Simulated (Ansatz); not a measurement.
Isomers of CH4OSn, B3LYP-D3(BJ)/def2-TZVP minima from an xTB search, which can miss the lowest.
Isomer 1, SMILES [CH3][Sn][OH] (charge 0, multiplicity 1):
| atom | x (Å) | y (Å) | z (Å) |
|---|---|---|---|
| C | -0.9650 | 0.0127 | -0.0068 |
| Sn | 0.7041 | 1.4029 | -0.4542 |
| O | 2.1478 | 0.0850 | -0.0217 |
| H | -0.8861 | -0.8700 | -0.6479 |
| H | -1.9427 | 0.4709 | -0.1619 |
| H | -0.8945 | -0.3185 | 1.0331 |
| H | 1.8364 | -0.7829 | 0.2595 |
Isomer 2, SMILES C[O][SnH] (charge 0, multiplicity 1):
```xyz
7

C     -0.8527     0.0612     0.0643
O      0.0567    -1.0137    -0.0442
Sn     2.0358    -0.9415    -0.1849
H     -0.3486     1.0344     0.0633
H     -1.5582     0.0331    -0.7723
H     -1.4262    -0.0332     0.9921
H      2.0932     0.8598    -0.1183
```

Correlated levels freeze the cores. Filled d and f shells under p-block atoms count as core. MP2 and its Hartree–Fock in def2-QZVPP are density fitted.

The values were computed with Ansatz (Gaussian basis) for Hartree–Fock, density functionals and correlated methods. Each number belongs to the level named beside it. In def2 rows elements past Kr take small-core potentials, without spin–orbit coupling.

The energy of isomer 2 above isomer 1 is E(isomer 2) − E(isomer 1). Total energies (hartree):

```
level                   isomer 2      isomer 1
------------------  ------------  ------------
HF/def2-TZVPP       -328.4469222  -328.4739450
MP2/def2-TZVPP      -328.9541563  -328.9900564
HF/def2-QZVPP       -328.4546013  -328.4817737
MP2/def2-QZVPP      -328.9990548  -329.0359616
CCSD(T)/def2-TZVPP  -329.0013865  -329.0338546
```

Q: Work out the energy of isomer 2 above isomer 1 at the basis-set limit: extrapolate the MP2 correlation part as X⁻³, take Hartree–Fock from the larger set, and add the CCSD(T) − MP2 difference of def2-TZVPP.

A: 
1. Differences (1 hartree = 627.509 kcal/mol): HF/def2-TZVPP 16.957; MP2/def2-TZVPP 22.528; HF/def2-QZVPP 17.051; MP2/def2-QZVPP 23.159; CCSD(T)/def2-TZVPP 20.374.
2. Correlation parts, MP2 less HF: 5.571 in def2-TZVPP (X = 3), 6.108 in def2-QZVPP (X = 4).
3. Limit (4³·(6.108) − 3³·(5.571))/(4³ − 3³) = 6.501; with HF/def2-QZVPP it gives 23.552.
4. CCSD(T) less MP2 in def2-TZVPP: -2.154.
Result: 21.40 kcal/mol, against 22.53 at MP2/def2-TZVPP. It is an estimate of this method's limit, not of the exact value.

Ansatz is a program for electronic structure.
